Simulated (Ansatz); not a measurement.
Input and output for H$_{3}$InS$_{3}$ (`[SH][In]([SH])[SH]`).

```yaml
crystal:
  periodic: [false, false, false]
  atoms:
    - {symbol: S, position_ang: [-2.098803, 0.456954, -0.997523]}
    - {symbol: In, position_ang: [0.008937, -0.005416, -0.004829]}
    - {symbol: S, position_ang: [0.115132, -0.901466, 2.192413]}
    - {symbol: S, position_ang: [2.009793, 0.428240, -1.209117]}
    - {symbol: H, position_ang: [-2.785424, 0.027834, 0.075155]}
    - {symbol: H, position_ang: [1.458201, -0.949971, 2.191401]}
    - {symbol: H, position_ang: [1.353463, 0.875725, -2.293201]}
basis:
  gaussian: {orbitals: def2-SVPD, nuclear_model: gaussian}
hamiltonian: {xc: {name: HF}}
correlation: {method: bccd_t}
```

```sh
$ ansatz run in.yaml --threads 4 --pin off --events-out ev --progress --plain --max-ram 10444MiB
```

It prints (some lines left out):

```
Functional definition: HF
1404 factors; integrals over basis functions are off by at most 1.3e-3 eV
mean field evaluation 1: about -37639.5191 eV, gradient 2.1e1 eV
mean field evaluation 2: about -37639.6000 eV, gradient 2.2e1 eV
mean field evaluation 4: about -37641.4428 eV, gradient 2.4e0 eV
mean field evaluation 8: about -37641.4821 eV, gradient 1.6e-1 eV
mean field -37641.48237433 eV, -1383.2989629436 hartree, gradient 2.4e-6 eV, S^2 0.000000; 0 other end points of the search recorded, 0 dependent functions left out
19 core orbitals not correlated: weight in the atoms' cores, before any rotation towards them, 1.000 or more for the frozen orbitals, at most 0.000 for the correlated occupied ones
reference -37641.48237433 eV, -1383.2989629436 hartree; 17, 17 occupied and 101, 101 virtual orbitals, 1404 factors
second order -13.96575528 eV of doubles, -0.00000000 eV of singles
cycle   1  -14.93905664 eV  change   -9.7e-1 eV  update   9.4e-2
cycle   2  -15.31088331 eV  change   -3.7e-1 eV  update   2.8e-2
cycle   3  -15.36735564 eV  change   -5.6e-2 eV  update   1.3e-2
cycle   4  -15.36077196 eV  change    6.6e-3 eV  update   3.3e-3
cycle   5  -15.35770162 eV  change    3.1e-3 eV  update   1.4e-3
cycle   6  -15.35699694 eV  change    7.0e-4 eV  update   3.8e-4
cycle   7  -15.35690840 eV  change    8.9e-5 eV  update   1.1e-4
cycle   8  -15.35692704 eV  change   -1.9e-5 eV  update   3.6e-5
perturbative correction -0.60197829 eV, -0.0221222941 hartree
Total energy: -37657.44127966 eV, -1383.8854418971 hartree
```

It took 9 s on 4 threads of an Intel Xeon Platinum 8488C on a shared host, with 1.2 GiB of host memory at the peak.
